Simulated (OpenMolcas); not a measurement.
**Cl VI: effect of the active space**

- Program: OpenMolcas
- Method: CASSCF or its RAS form
- Basis: ANO-R2
- Scalar Hamiltonian: X2C, finite nucleus
- Spin-orbit coupling: state interaction with AMFI integrals over the reference wave functions, term energies averaged over their components

A. 2 electrons in 4 orbitals (3s 3p); 2S+1 = 3 even, 3 roots; 2S+1 = 1 even, 7 roots; 2S+1 = 3 odd, 3 roots; 2S+1 = 1 odd, 3 roots; cost of the order of 11 core-seconds
B. 2 electrons in 8 orbitals (3s 3p 4s 4p); 2S+1 = 3 even, 3 roots; 2S+1 = 1 even, 7 roots; 2S+1 = 3 odd, 3 roots; 2S+1 = 1 odd, 3 roots; cost about 16 core-seconds
C. 2 electrons in 9 orbitals (RAS2 3s 3p; RAS3 3d, at most 2 electrons); 2S+1 = 3 even, 3 roots; 2S+1 = 1 even, 7 roots; 2S+1 = 3 odd, 3 roots; 2S+1 = 1 odd, 3 roots; cost about 17 core-seconds

Energies in cm⁻¹ above 3s² ¹S₀.

```csv
Level,A,B,C
3s² ¹S₀,0.0,0.0,0.0
3s 3p ³P°₀,98736,98969,97640
3s 3p ³P°₁,99252,99485,98152
3s 3p ³P°₂,100309,100543,99204
3s 3p ¹P°₁,163486,163414,151168
3p² ³P₀,238288,238445,236466
3p² ³P₁,238846,239004,237028
3p² ³P₂,239853,240012,238109
3p² ¹D₂,256449,256508,229500
```

Among A to C the level of the table that moves most is 3p² ¹D₂, by 27000 cm-1 (lowest in C, highest in B).

The ¹D term of p² mixes with s d, which this space lacks (holds for A; B). Active for correlation alone: 4p 4s; no level in the range computed is led by a configuration that fills them, so any true level of that kind is missing (holds for B). Active for correlation alone: 3d; no level in the range computed is led by a configuration that fills it, so any true level of that kind is missing (holds for C). Some terms mix strongly with configurations of 3d, whose occupation reaches 0.24 (3p² ¹D) (holds for C). Levels of configurations outside the active space are missing. Levels that lie high or do not pair safely by name in every column are left out.

° marks odd parity.
